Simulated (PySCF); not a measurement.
C₄H₈BF.

```xyz
14

C     -2.1094    -1.2234     0.0504
B     -0.8453    -0.2835     0.1074
C     -0.9597     1.1408     0.7749
C      0.4938    -0.7857    -0.5193
C      1.6706    -0.1457    -0.5418
F      1.8643     1.0636    -0.0095
H     -2.7954    -0.8009    -0.7117
H     -1.9119    -2.2698    -0.2300
H     -2.6825    -1.2021     0.9936
H     -0.3449     1.1507     1.6953
H     -1.9880     1.4167     1.0557
H     -0.5305     1.9353     0.1424
H      0.5318    -1.7721    -0.9971
H      2.5979    -0.5286    -0.9848
```
Charge 0, spin multiplicity 1.

Geometry: B3LYP-D3(BJ)/def2-SVP. The structure was generated by enumeration; whether it is a known compound was not checked. One conformer was computed; it need not be the lowest.

Level of theory: PBE/pcSseg-1 in PySCF. Non-relativistic, no solvent.

Computed absolute GIAO shielding of each atom: isotropic value and principal components (ppm):
```tsv
atom	σ(iso)	σ11	σ22	σ33	span
C1	161.6	143.8	160.5	180.6	36.8
B2	21.1	-49.2	-4.9	117.5	166.7
C3	164.3	146.9	169.2	176.7	29.7
C4	59.6	-57.6	91.7	144.8	202.4
C5	6.8	-84.9	43.4	61.8	146.7
F6	204.6	66.5	154.4	393.1	326.6
H7	30.3	27.0	29.0	34.8	7.8
H8	30.3	26.7	29.1	35.2	8.5
H9	30.0	26.5	29.4	34.1	7.6
H10	30.2	26.2	29.5	34.7	8.5
H11	30.1	26.5	29.7	34.2	7.7
H12	29.8	25.6	29.7	34.2	8.6
H13	25.6	22.6	25.3	28.9	6.3
H14	24.0	20.7	25.0	26.3	5.6
```
